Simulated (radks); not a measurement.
Q: The tin anion Sn4-, [Xe], held by a Watson sphere: a shell of charge +4 at radius R that stands for the Madelung well of a crystal (potential energy -4/R inside, -4/r outside, in hartree with lengths in bohr). All-electron calculation, scalar-relativistic Kohn-Sham, LB94 model potential, spin-unpolarised, spherical densities, finite nucleus; Fermi nuclear charge, rms radius of each element as measured or else 0.836 A^(1/3) + 0.57 fm. Program: a radial shooting solver on a logarithmic mesh with Libxc functionals. Response by self-consistent Sternheimer equations with the Hartree and adiabatic LDA kernel, the relativistic mass of each level held fixed and spin-orbit coupling left out. The sphere does not respond.

R (bohr)  e(4d) (eV)  e(5s) (eV)  e(5p) (eV)  <r> 5p (bohr)  sum of <r^2> (bohr^2)  X-ray form factor at sin(theta)/lambda = 0.1 1/angstrom  alpha (bohr^3)
2.67         -32.154     -17.524     -10.352          2.945                  95.65                                                   48.397           59.74
3.54         -29.748     -14.548      -8.313          3.403                  117.8                                                   47.688           112.3
4.07         -28.931     -13.296      -7.266          3.683                  132.6                                                   47.340           164.2
4.81         -28.108     -12.067      -6.080          4.071                  155.3                                                   46.971           272.1
5.14         -27.818     -11.664      -5.642          4.242                  166.3                                                   46.850           336.9
5.83         -27.322     -11.019      -4.878          4.592                  190.9                                                   46.674           514.1
5.96         -27.241     -10.920      -4.753          4.657                  195.9                                                   46.651           554.9

Estimate the row for R = 4.33 bohr.

A: e(4d) (eV) -28.610; e(5s) (eV) -12.805; e(5p) (eV) -6.814; <r> 5p (bohr) 3.820; sum of <r^2> (bohr^2) 140.4; X-ray form factor at sin(theta)/lambda = 0.1 1/angstrom 47.195; alpha (bohr^3) 196.8.
